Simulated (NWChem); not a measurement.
System: SiH2O2I2; SMILES O[Si](O)(I)I

The following NWChem deck was run.

```
start job
memory heap 200 mb stack 900 mb global 1100 mb
geometry units angstroms noautoz
  O      0.148785     1.370965    -1.816077
  Si     0.000000     0.000000    -0.916720
  O     -0.148785    -1.370965    -1.816077
  I      2.023514    -0.089382     0.430956
  I     -2.023514     0.089382     0.430956
  H     -0.651061     1.686746    -2.252236
  H      0.651061    -1.686746    -2.252236
end
basis spherical
  * library def2-svp
end
ecp
  I library def2-ecp
end
dft
  xc scan
  grid xfine
  iterations 150
  mulliken
end
task dft gradient
```

NWChem printed, in part:

```
             Northwest Computational Chemistry Package (NWChem) 7.3.0
             --------------------------------------------------------

 C2  symmetry detected

                             Geometry "geometry" -> ""
                             -------------------------

 Output coordinates in angstroms (scale by  1.889725989 to convert to a.u.)

  No.       Tag          Charge          X              Y              Z
 ---- ---------------- ---------- -------------- -------------- --------------
    1 O                    8.0000     0.09019927     1.37606181    -1.81089984
    2 Si                  14.0000     0.00000000     0.00000000    -0.91154284
    3 O                    8.0000    -0.09019927    -1.37606181    -1.81089984
    4 I                   53.0000     2.02548485    -0.00302916     0.43613316
    5 I                   53.0000    -2.02548485     0.00302916     0.43613316
    6 H                    1.0000    -0.72238264     1.65745462    -2.24705884
    7 H                    1.0000     0.72238264    -1.65745462    -2.24705884

 Effective nuclear repulsion energy (a.u.)    1092.1325626484

      Symmetry information
      --------------------

 Group name             C2
 Group number              4
 Group order               2
 No. of unique centers     4

                                 NWChem DFT Module
                                 -----------------

 Summary of "ao basis" -> "ao basis" (spherical)
 ------------------------------------------------------------------------------
       Tag                 Description            Shells   Functions and Types
 ---------------- ------------------------------  ------  ---------------------
 O                          def2-svp                 6       14   3s2p1d
 Si                         def2-svp                 8       18   4s3p1d
 I                          def2-svp                10       26   4s4p2d
 H                          def2-svp                 3        5   2s1p

      Symmetry analysis of basis
      --------------------------

        a          55
        b          53

            General Information
            -------------------
          SCF calculation type: DFT
          Wavefunction type:  closed shell.
          No. of atoms     :     7
          No. of electrons :    82
           Alpha electrons :    41
            Beta electrons :    41
          Charge           :     0
          Spin multiplicity:     1
          Use of symmetry is: on ; symmetry adaption is: on
          Maximum number of iterations: 150
          AO basis - number of functions:   108
                     number of shells:    46
          Convergence on energy requested:  1.00D-06
          Convergence on density requested:  1.00D-05
          Convergence on gradient requested:  5.00D-04

              XC Information
              --------------
                         SCAN Method XC Functional
                  SCAN metaGGA Exchange Functional  1.000
                        SCAN Correlation Potential  1.000

             Grid Information
             ----------------
          Grid used for XC integration:  xfine
          Radial quadrature: Mura-Knowles
          Angular quadrature: Lebedev.
          Tag              B.-S. Rad. Rad. Pts. Rad. Cut. Ang. Pts.
          ---              ---------- --------- --------- ---------
          O                   0.60      100          10.0      1454
          Si                  1.10      125          10.0      1454
          I                   1.40      205          12.0      1454
          H                   0.35      100          12.0      1202
          Grid pruning is: on
          Number of quadrature shells:   530
          Spatial weights used:  Erf1

      Superposition of Atomic Density Guess
      -------------------------------------

 Sum of atomic energies:       -1133.37364984

      Non-variational initial energy
      ------------------------------

 Total energy =   -1033.714446
 1-e energy   =   -2596.141371
 2-e energy   =    1084.558372
 HOMO         =      -0.335982
 LUMO         =       0.005096

      Symmetry analysis of molecular orbitals - initial
      -------------------------------------------------

  Numbering of irreducible representations:

     1 a           2 b

  Orbital symmetries:

     1 a           2 a           3 b           4 a           5 b
     6 a           7 a           8 b           9 a          10 b
    11 a          12 b          13 b          14 a          15 b
    16 a          17 b          18 a          19 b          20 a
    21 b          22 a          23 b          24 a          25 b
    26 a          27 b          28 a          29 b          30 a
    31 b          32 a          33 b          34 a          35 b
    36 a          37 b          38 a          39 b          40 a
    41 b          42 a          43 a          44 b          45 b
    46 b          47 a          48 a          49 b          50 b
    51 a

     ---------------------------------------------
      Total Density - Mulliken Population Analysis
     ---------------------------------------------

    Atom       Charge   Shell Charges
 -----------   ------   -------------------------------------------------------
    1 O    8     8.74   1.99  1.10  0.63  3.08  1.93  0.00
    2 Si  14    12.58   2.00  1.99  0.83  0.08  5.93  0.79  0.63  0.33
    3 O    8     8.74   1.99  1.10  0.63  3.08  1.93  0.00
    4 I   25    25.32   1.83  0.22  1.23  0.67  2.92  3.13  2.64  2.66  9.82  0.19
    5 I   25    25.32   1.83  0.22  1.23  0.67  2.92  3.13  2.64  2.66  9.82  0.19
    6 H    1     0.65   0.52  0.07  0.06
    7 H    1     0.65   0.52  0.07  0.06

   convergence    iter        energy       DeltaE   RMS-Dens  Diis-err
 ---------------- ----- ----------------- --------- --------- ---------
 d= 0,ls=0.0,diis     1  -1036.5625149201 -1.51D+03  1.70D-02  9.81D-01
 d= 0,ls=0.0,diis     2  -1036.4056605153  1.57D-01  1.05D-02  2.45D+00
 d= 0,ls=0.0,diis     3  -1036.6776778117 -2.72D-01  1.20D-03  3.00D-02
 d= 0,ls=0.0,diis     4  -1036.6803669178 -2.69D-03  7.06D-04  2.82D-03
 d= 0,ls=0.0,diis     5  -1036.6806182521 -2.51D-04  2.90D-04  1.00D-03
  Resetting Diis
 d= 0,ls=0.0,diis     6  -1036.6807798271 -1.62D-04  3.29D-05  8.40D-06
 d= 0,ls=0.0,diis     7  -1036.6807808613 -1.03D-06  2.00D-05  1.05D-06
 d= 0,ls=0.0,diis     8  -1036.6807808391  2.22D-08  1.02D-05  1.27D-06
 d= 0,ls=0.0,diis     9  -1036.6807810421 -2.03D-07  1.47D-06  6.14D-08

         Total DFT energy =    -1036.680781042112
      One electron energy =    -2598.994496440714
           Coulomb energy =     1168.080399844489
    Exchange-Corr. energy =      -83.635237132652
 Nuclear repulsion energy =      477.868552686764

 Numeric. integr. density =       82.000000428277

                  Occupations of the irreducible representations
                  ----------------------------------------------

                     irrep           alpha         beta
                     --------     --------     --------
                     a                21.0         21.0
                     b                20.0         20.0

                       DFT Final Molecular Orbital Analysis
                       ------------------------------------

 Vector   39  Occ=2.000000D+00  E=-2.594030D-01  Symmetry=b
              MO Center= -8.5D-14,  1.0D-14,  1.3D-01, r^2= 6.0D+00
   Bfn.  Coefficient  Atom+Function         Bfn.  Coefficient  Atom+Function
  ----- ------------  ---------------      ----- ------------  ---------------
    58      0.408108  4 I  py                84      0.408108  5 I  py
    61      0.346731  4 I  py                87      0.346731  5 I  py
    55     -0.164239  4 I  py                81     -0.164239  5 I  py
     6     -0.153562  1 O  pz                38      0.153562  3 O  pz
    52     -0.132791  4 I  py                78     -0.132791  5 I  py

 Vector   40  Occ=2.000000D+00  E=-2.538373D-01  Symmetry=a
              MO Center=  1.1D-13, -2.9D-15,  3.6D-01, r^2= 6.0D+00
   Bfn.  Coefficient  Atom+Function         Bfn.  Coefficient  Atom+Function
  ----- ------------  ---------------      ----- ------------  ---------------
    58      0.438441  4 I  py                84     -0.438441  5 I  py
    61      0.381504  4 I  py                87     -0.381504  5 I  py
    55     -0.176534  4 I  py                81      0.176534  5 I  py
    52     -0.142641  4 I  py                78      0.142641  5 I  py
     4     -0.068725  1 O  px                36      0.068725  3 O  px

 Vector   41  Occ=2.000000D+00  E=-2.490164D-01  Symmetry=b
              MO Center=  1.1D-13, -2.1D-16,  3.7D-01, r^2= 6.2D+00
   Bfn.  Coefficient  Atom+Function         Bfn.  Coefficient  Atom+Function
  ----- ------------  ---------------      ----- ------------  ---------------
    59      0.334455  4 I  pz                85     -0.334455  5 I  pz
    57     -0.299081  4 I  px                83     -0.299081  5 I  px
    62      0.289593  4 I  pz                88     -0.289593  5 I  pz
    60     -0.261611  4 I  px                86     -0.261611  5 I  px
    56     -0.134932  4 I  pz                82      0.134932  5 I  pz

 Vector   42  Occ=0.000000D+00  E=-5.901492D-02  Symmetry=a
              MO Center= -8.6D-15, -7.6D-17,  5.9D-02, r^2= 5.6D+00
   Bfn.  Coefficient  Atom+Function         Bfn.  Coefficient  Atom+Function
  ----- ------------  ---------------      ----- ------------  ---------------
    18      0.788341  2 Si s                 17      0.658206  2 Si s
    60      0.527993  4 I  px                86     -0.527993  5 I  px
    27      0.449407  2 Si pz                16      0.326055  2 Si s
    50     -0.309253  4 I  s                 76     -0.309253  5 I  s
    57      0.271001  4 I  px                83     -0.271001  5 I  px

 Vector   43  Occ=0.000000D+00  E= 1.103022D-02  Symmetry=b
              MO Center= -4.1D-13, -2.2D-13, -5.9D-01, r^2= 5.7D+00
   Bfn.  Coefficient  Atom+Function         Bfn.  Coefficient  Atom+Function
  ----- ------------  ---------------      ----- ------------  ---------------
    25      1.104781  2 Si px                22      0.482419  2 Si px
    62      0.432854  4 I  pz                88     -0.432854  5 I  pz
    50     -0.406845  4 I  s                 60      0.407828  4 I  px
    76      0.406845  5 I  s                 86      0.407828  5 I  px
   100      0.280061  6 H  s                105     -0.280061  7 H  s

 Vector   44  Occ=0.000000D+00  E= 1.433196D-02  Symmetry=a
              MO Center=  2.5D-13,  2.4D-13, -1.6D+00, r^2= 5.0D+00
   Bfn.  Coefficient  Atom+Function         Bfn.  Coefficient  Atom+Function
  ----- ------------  ---------------      ----- ------------  ---------------
    27      0.715335  2 Si pz                 3      0.523026  1 O  s
    35      0.523026  3 O  s                100     -0.436150  6 H  s
   105     -0.436150  7 H  s                 18     -0.244766  2 Si s
    24      0.212860  2 Si pz                50     -0.196774  4 I  s
    76     -0.196774  5 I  s                 60      0.158767  4 I  px

     ---------------------------------------------
      Total Density - Mulliken Population Analysis
     ---------------------------------------------

    Atom       Charge   Shell Charges
 -----------   ------   -------------------------------------------------------
    1 O    8     8.37   1.99  1.08  0.64  2.88  1.77  0.01
    2 Si  14    13.34   2.00  1.98  1.00 -0.03  5.93  1.15  0.80  0.51
    3 O    8     8.37   1.99  1.08  0.64  2.88  1.77  0.01
    4 I   25    25.17   1.83  0.22  1.33  0.58  2.93  3.12  2.68  2.45  9.78  0.25
    5 I   25    25.17   1.83  0.22  1.33  0.58  2.93  3.12  2.68  2.45  9.78  0.25
    6 H    1     0.78   0.66  0.05  0.07
    7 H    1     0.78   0.66  0.05  0.07

     -------------------------------------------
      Total Density - Lowdin Population Analysis
     -------------------------------------------

    Atom       Charge   Shell Charges
 -----------   ------   -------------------------------------------------------
    1 O    8     8.20   1.97  0.89  0.60  2.71  2.02  0.01
    2 Si  14    13.71   2.00  1.93  0.64  0.32  5.81  1.17  1.08  0.76
    3 O    8     8.20   1.97  0.89  0.60  2.71  2.02  0.01
    4 I   25    25.04   1.25  0.73  1.06  0.81  2.77  3.19  2.56  2.64  9.47  0.57
    5 I   25    25.04   1.25  0.73  1.06  0.81  2.77  3.19  2.56  2.64  9.47  0.57
    6 H    1     0.90   0.54  0.17  0.19
    7 H    1     0.90   0.54  0.17  0.19

     Multipole analysis of the density
     ---------------------------------

     L   x y z        total         alpha         beta         nuclear
     -   - - -        -----         -----         ----         -------
     0   0 0 0     -0.000000    -41.000000    -41.000000     82.000000

     1   1 0 0     -0.000000     -0.000000     -0.000000      0.000000
     1   0 1 0     -0.000000     -0.000000     -0.000000      0.000000
     1   0 0 1     -0.743096     22.705273     22.705273    -46.153641

     2   2 0 0    -56.402281   -396.562301   -396.562301    736.722322
     2   1 1 0     -3.820183     -0.632557     -0.632557     -2.555069
     2   1 0 1     -0.000000     -0.000000     -0.000000      0.000000
     2   0 2 0    -57.614503    -92.714140    -92.714140    127.813777
     2   0 1 1      0.000000      0.000000      0.000000      0.000000
     2   0 0 2    -53.061184   -176.000399   -176.000399    298.939615

            General Information
            -------------------
          SCF calculation type: DFT
          Wavefunction type:  closed shell.
          No. of atoms     :     7
          No. of electrons :    82
           Alpha electrons :    41
            Beta electrons :    41
          Charge           :     0
          Spin multiplicity:     1
          Use of symmetry is: on ; symmetry adaption is: on
          Maximum number of iterations: 150
          AO basis - number of functions:   108
                     number of shells:    46
          Convergence on energy requested:  1.00D-06
          Convergence on density requested:  1.00D-05
          Convergence on gradient requested:  5.00D-04

              XC Information
              --------------
                         SCAN Method XC Functional
                  SCAN metaGGA Exchange Functional  1.000
                        SCAN Correlation Potential  1.000

             Grid Information
             ----------------
          Grid used for XC integration:  xfine
          Radial quadrature: Mura-Knowles
          Angular quadrature: Lebedev.
          Tag              B.-S. Rad. Rad. Pts. Rad. Cut. Ang. Pts.
          ---              ---------- --------- --------- ---------
          O                   0.60      100          10.0      1454
          Si                  1.10      125          10.0      1454
          I                   1.40      205          12.0      1454
          H                   0.35      100          12.0      1202
          Grid pruning is: on
          Number of quadrature shells:   530
          Spatial weights used:  Erf1

[...]

                         DFT ENERGY GRADIENTS

    atom               coordinates                        gradient
                 x          y          z           x          y          z
   1 O       0.170452   2.600380  -3.422104   -0.002361   0.000060  -0.000862
   2 Si      0.000000   0.000000  -1.722566    0.000000   0.000000   0.000604
   3 O      -0.170452  -2.600380  -3.422104    0.002361  -0.000060  -0.000862
   4 I       3.827611  -0.005724   0.824172   -0.000940  -0.000117  -0.000444
   5 I      -3.827611   0.005724   0.824172    0.000940   0.000117  -0.000444
   6 H      -1.365105   3.132135  -4.246325    0.002116  -0.000676   0.001003
   7 H       1.365105  -3.132135  -4.246325   -0.002116   0.000676   0.001003
```

Level: SCAN/def2-SVP with def2 effective core potentials on I. Coordinates come from a PBE0/def2-SVP optimisation. Not confirmed as a minimum by frequencies. def2 effective core potentials on I; no spin-orbit coupling.
